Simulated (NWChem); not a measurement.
A series in which one site is exchanged, each optimised at PBE0/def2-SVP with NWChem, gas phase unless a solvent is named. All stand in one matching conformer (torsions within 35°), which need not be the lowest. This build's default masses of Se (78.918 u) and Br (79.917 u) are each other's, which moves their modes by up to 0.6 %. Shieldings are non-relativistic GIAO values without spin-orbit effects.

A: [OH][Ga]([Cl])[NH2] (GaNH₃OCl; site = Cl)
B: [NH2][Ga]([F])[OH] (GaNH₃OF; site = F)
C: [Ga]([NH2])([OH])[Br] (GaNH$_{3}$OBr; site = Br)

Values for A:

```
Property                                             Value
---------------------------------------------------  -----
dipole (D), PBE0/def2-SVP                             1.25
orbital gap (eV), PBE0/def2-SVP                       7.10
lowest singlet excitation, PBE0/def2-SVPD, TDA (eV)   5.50
15N shift against ammonia, PBE0/pcSseg-1 (ppm)        23.0
```

### Question
How do these values change for the other members?

### Answer
| change from A | B | C |
|---|---|---|
| dipole (D), PBE0/def2-SVP | +0.23 | -0.09 |
| orbital gap (eV), PBE0/def2-SVP | +0.01 | -0.15 |
| lowest singlet excitation, PBE0/def2-SVPD, TDA (eV) | +0.04 | -0.10 |
| 15N shift against ammonia, PBE0/pcSseg-1 (ppm) | -15.6 | +6.0 |
